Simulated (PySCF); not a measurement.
These 2 structures share the formula C2H6O3Si. Level of theory: PySCF, PBE0-D3(BJ)/def2-SVP geometry optimisation, gas phase. Energies are electronic, without zero-point or thermal terms, for one conformer each. No frequencies were run at this level. Point groups hold within 0.08 Å.

Question: Order them by energy at this level, lowest first, and give relative energies in kcal/mol.
A. `[O:1]=[CH:2][CH2:3][O:4][SiH2:5][OH:6]` with O1–C2–C3–O4 4°, C2–C3–O4–Si5 -15°, C3–O4–Si5–O6 -171°, O4–Si5–O6–H 61°
B. `[CH3:1][C:2](=[O:3])[O:4][SiH2:5][OH:6]` with C1–C2–O4–Si5 -179°, C2–O4–Si5–O6 -4°, O4–Si5–O6–H 4°

Answer: B (0.0), A (30.1).

As drawn, the lower has a C(=O)–O unit, which the higher lacks.

```
        SMILES      E (Eh)  E rel (kcal/mol)  dipole (D)  point group     A, B, C (MHz)
CC(=O)O[SiH2]O  -594.31886               0.0        2.62      near Cs  6332, 1945, 1530
  O=CCO[SiH2]O  -594.27088              30.1        3.81            –  6821, 1819, 1481
```

Question: How do the relative energies change in single points at B3LYP/pcSseg-1 (no added dispersion term) on the same geometries?

Answer: 
| SMILES | PBE0-D3(BJ)/def2-SVP (kcal/mol) | B3LYP/pcSseg-1 (kcal/mol) | shift |
| --- | --- | --- | --- |
| CC(=O)O[SiH2]O | 0.0 | 0.0 | 0.0 |
| O=CCO[SiH2]O | 30.1 | 29.5 | -0.6 |

Each column counts from its own lowest isomer. The order is unchanged; the largest shift is 0.6 kcal/mol.
